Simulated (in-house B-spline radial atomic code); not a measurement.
## HSE06 excitations of Be III (Be2+)

Method: HSE06. Computed with a B-spline radial code for spherical atoms: linear response of the closed shell 1s2 with the functional's adiabatic kernel; scalar-relativistic (spin-free one-electron X2C), finite nucleus, no spin-orbit coupling, no double excitations, S, P, D and F terms only.

Command:
```bash
python run_td.py task.json out
```
Settings (radii: box in bohr, nucleus in fm):
```
Z                        4
electrons                2
configuration            1s2
hamiltonian              x2c
method                   hse06
box_radius               29.48
rms_radius               2.519
intervals                75
```

Run time, properties included: 0.2 s on 1 thread of Intel(R) Xeon(R) 6975P-C (Granite Rapids), with other jobs on the host.

The lowest states, in the order of their Tamm-Dancoff energies; the method's threshold (minus the highest occupied level) is 137.56 eV. Labels give the largest channel, * marks a mixed state, and oscillator strengths are full-response dipole values. Semilocal kernels can invert the small singlet-triplet splittings of Rydberg terms. Energies in eV:

```
     state  full response  Tamm-Dancoff  oscillator strength
1s → 2s 3S         112.75        112.78                    -
1s → 2s 1S         115.61        115.67                    -
1s → 2p 3P         116.26        116.28                    -
1s → 2p 1P              ?             ?                    ?
1s → 3s 3S              ?             ?                    -
1s → 3s 1S         129.30        129.32                    -
1s → 3p 3P         129.63        129.63                    -
1s → 3p 1P         129.98        129.98                0.087
1s → 3d 3D         130.40        130.40                    -
1s → 3d 1D         130.40        130.40                    -
1s → 4s 3S         133.10        133.10                    -
1s → 4s 1S         133.32        133.33                    -
```

Where does 1s → 3s 3S lie?

At 128.70 eV in full response, 128.71 eV in Tamm-Dancoff.

Where does 1s → 2p 1P lie?

At 117.85 eV in full response, 117.86 eV in Tamm-Dancoff, oscillator strength 0.446.

How large is the singlet-triplet splitting of 1s → 2s (S terms) in Tamm-Dancoff?

2.89 eV, from the unrounded values.

What polarisabilities and dispersion coefficient does the method give?

Dipole 0.05422 bohr³, quadrupole 0.01677 bohr⁵, C6 0.01176 hartree·bohr⁶ for two such species.
